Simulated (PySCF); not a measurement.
Be(NMe2)(SH) (C2H7BeNS), SMILES C[N](C)[Be][SH]. Geometry optimised at r2SCAN-D4/def2-SVP. The structure was generated by enumeration; whether it is a known compound was not checked. Other conformers were not sampled.

These are r2SCAN-D4/def2-SVP (PySCF 2.14.0) values and carry that method's errors.

Harmonic wavenumbers (cm⁻¹): 93, 140, 211, 240, 252, 303, 349, 397, 476, 654, 942, 1081, 1100, 1157, 1161, 1206, 1410, 1422, 1447, 1453, 1454, 1477, 1521, 2684, 2958, 2963, 3017, 3026, 3107, 3107. Rotational constants (GHz): 9.154, 1.590, 1.392; symmetry number 1.

**Question.** Work out the zero-point energy and the ideal-gas rigid-rotor harmonic-oscillator thermochemistry at 298.15 K and 1 atm.

**Answer.** ZPE = ½ Σ hcν = ½ × 40810 cm⁻¹ = 58.34 kcal/mol. H − E(el) = 63.60 kcal/mol. Entropy in cal/(mol K): translation 39.27, rotation 27.16, vibration 17.07, total 83.50. G − E(el) = 38.70 kcal/mol. Cp = 26.43 cal/(mol K). Modes under 150 cm⁻¹ make the vibrational entropy uncertain.
